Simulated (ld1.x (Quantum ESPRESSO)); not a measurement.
Reading a pseudo-wave (gold (Au))

Columns: radius, all-electron u(r) and pseudo u(r) of the 5d shell (level -8.29 eV) of gold in the configuration [Kr] 4d10 4f14 5s2 5p6 5d10 6s1 6p0; LDA (PZ), non-relativistic, TM semilocal scheme, ld1.x (Quantum ESPRESSO) 7.5.

| r (bohr) | all-electron | pseudo |
| --- | --- | --- |
| 0.115 | 0.2816 | 0.0035 |
| 0.230 | -0.1598 | 0.0271 |
| 0.345 | -0.4236 | 0.0854 |
| 0.460 | -0.2770 | 0.1834 |
| 0.575 | 0.0365 | 0.3152 |
| 0.690 | 0.3466 | 0.4650 |
| 0.805 | 0.5868 | 0.6123 |
| 0.920 | 0.7459 | 0.7372 |
| 1.035 | 0.8349 | 0.8260 |
| 1.150 | 0.8710 | 0.8736 |
| 1.265 | 0.8703 | 0.8829 |
| 1.380 | 0.8456 | 0.8621 |
| 1.495 | 0.8063 | 0.8212 |
| 1.610 | 0.7589 | 0.7694 |
| 1.725 | 0.7079 | 0.7138 |
| 1.840 | 0.6561 | 0.6586 |
| 1.955 | 0.6052 | 0.6059 |
| 2.070 | 0.5564 | 0.5565 |
| 2.185 | 0.5103 | 0.5103 |
| 2.300 | 0.4671 | 0.4671 |
| 2.415 | 0.4271 | 0.4271 |
| 2.530 | 0.3901 | 0.3901 |
| 2.645 | 0.3561 | 0.3561 |
| 2.760 | 0.3249 | 0.3249 |
| 2.875 | 0.2963 | 0.2963 |
| 2.990 | 0.2702 | 0.2702 |

Question: How many radial nodes do the two functions have?

Answer: The all-electron 5d function has n − l − 1 = 2; the pseudo-wave has 0, since the states of the same l below it are removed with the core.

Question: At about which radius was the pseudo-wave matched?

Answer: 2.30 bohr. The columns agree to 0.0005 from 2.07 bohr on; several derivatives are matched, so the curves merge somewhat inside the radius.

Question: Is the pseudo-wave norm-conserving?

Answer: Yes: the TM semilocal scheme keeps the norm inside the radius equal to the all-electron one, which fixes the energy derivative of the logarithmic derivative at the level.
